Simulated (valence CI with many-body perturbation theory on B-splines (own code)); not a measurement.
## Hyperfine factors and g values of Au LIX

Calculated by relativistic CI+MBPT: three valence electrons over a frozen Dirac-Fock core [Ar], radial functions for each j: 7 s, 7 p, 8 d, 6 f, 4 g, 1 h, with the one-electron correlation potential Σ1, the two-electron term Σ2, the three-electron term Σ3, Breit, model QED; selected CI, second order for the rest, scaled by the run's own slope (own B-spline code, finite nucleus).

The last digits are not significant, and no measured levels were compared; by estimate large intervals hold to a few tenths of a per cent, small ones and those within an open d or f shell to about a per cent. Excitations out of the core, of the other parity, are not computed and may begin above about 253 eV (a cautious bound); beyond it only levels of the ground parity were kept, without lifetimes. Only levels of the ground parity were solved; by the run's estimate the other parity begins above the list, which can be wrong where configurations are misplaced.

A/g_I is the dipole constant over the nuclear g factor μ/I (μ in nuclear magnetons, uniformly magnetised nucleus), B/Q the quadrupole constant per barn. Both hold the static response of the core; the bare values leave it out. Large factors of s and p1/2 electrons are usually good to 5 to 10 %; those of open d and f shells near neutrality can be off by tens of per cent, and small factors of p3/2, d and f electrons come from cancelling terms and can be off by a factor of two or in sign, in half-filled shells by more. B is blank for J = 1/2, where it vanishes, and for nearly pure S terms. Energies count from the lowest level.

Levels are named by their leading jj configuration (3d3/2^4 stands for four electrons in 3d with j = 3/2), which in mixed levels can hold well under half, so a name can repeat and another be missing. Letters in brackets count levels of one name in rising energy.

```tsv
Level	E (cm⁻¹)	g	A/g_I (MHz)	A/g_I bare	B/Q (MHz/b)	B/Q bare
(3d3/2^3) J=3/2	0	0.732	136000	136000	-86100	-86900
(3d3/2^2 3d5/2) J=5/2 [a]	739580	1.052	77300	77600	-45600	-46100
(3d3/2^2 3d5/2) J=3/2	793570	1.156	62100	62800	-14300	-14400
(3d3/2^2 3d5/2) J=9/2	824000	1.025	87700	87900	100000	101000
(3d3/2^2 3d5/2) J=7/2	828370	1.029	85100	85400	39000	39300
(3d3/2^2 3d5/2) J=1/2	841050	1.785	-61500	-58500		
(3d3/2^2 3d5/2) J=5/2 [b]	1052400	1.216	52300	53200	151000	153000
(3d3/2 3d5/2^2) J=7/2 [a]	1553600	1.122	61600	62200	-13300	-13500
(3d3/2 3d5/2^2) J=9/2	1594700	1.125	65600	66200	26800	26900
(3d3/2 3d5/2^2) J=3/2 [a]	1642100	1.096	75000	75600	-84400	-85100
(3d3/2 3d5/2^2) J=1/2	1668100	1.526	-28600	-26600		
(3d3/2 3d5/2^2) J=11/2	1676100	1.077	74300	74700	179000	180000
(3d3/2 3d5/2^2) J=5/2 [a]	1678100	1.304	20900	22200	93800	94600
(3d3/2 3d5/2^2) J=7/2 [b]	1760000	1.078	76600	77100	34300	34700
(3d3/2 3d5/2^2) J=5/2 [b]	1761200	1.083	78500	79000	-30600	-30900
(3d3/2 3d5/2^2) J=3/2 [b]	1944100	0.865	124000	123000	117000	118000
(3d5/2^3) J=9/2	2410200	1.163	52800	53600	10100	10200
(3d5/2^3) J=3/2	2533300	1.147	54400	55100	4970	4990
(3d5/2^3) J=5/2	2622100	1.164	53000	53700	9700	9790
```

Task: Take the isotope of mass number 197, with I = 3/2, μ = 0.1452 μN and Q = 0.547 b. What is the hyperfine structure of (3d3/2^2 3d5/2) J=7/2?

Result: From the table A = 8240 MHz, B = 21300 MHz. Shifts from the centre of gravity in MHz: F = 2: -44200, F = 3: -34700, F = 4: -7830, F = 5: 48600.
